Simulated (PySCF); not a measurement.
Gas-phase reaction: 2 BBr₃ + 3 Cl₂ = 3 Br₂ + 2 BCl₃

Computed with PySCF and rigid-rotor harmonic-oscillator thermochemistry at 1 bar. † marks an energy on the PBE0/def2-TZVP geometry and frequencies; other levels use their own. MP2 freezes the core. All species are closed-shell singlets. Br: all electrons, no relativistic terms. MP2 isn't extrapolated to the basis-set limit.

```
level            ΔH°(298 K), kJ
---------------  --------------
HF/def2-TZVP†                 …
MP2/def2-TZVPP†               …
PBE0/def2-SVP†             -360
PBE0/def2-TZVP             -304
LDA/def2-TZVP†             -287
```

Q: Complete the blanks.

A: 
- HF/def2-TZVP†, ΔH°(298 K), kJ: -343
- MP2/def2-TZVPP†, ΔH°(298 K), kJ: -284
